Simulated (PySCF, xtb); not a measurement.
Mn(CO)5(Me) (C6H3MnO5), SMILES [O+]#[C-]->[Mn](<-[C-]#[O+])([CH3])(<-[C-]#[O+])(<-[C-]#[O+])<-[C-]#[O+], multiplicity 1.

GFN2-xTB (xtb) at its own geometry gives an orbital gap of 2.89 eV and a dipole moment of 0.66 D.

Geometry optimised at B3LYP-D3(BJ)/def2-SVP. The multiplicity is an assumed one; other spin states were not compared. The isomer is the one that the SMILES or the coordinates give; other isomers of the formula were not compared.

Question: What does CAM-B3LYP/def2-SVP (PySCF) give? (Estimate from the structure and the level; the computed values follow.)

Answer: gap 8.94 eV (levels -8.70 and 0.25 eV), dipole 0.23 D.
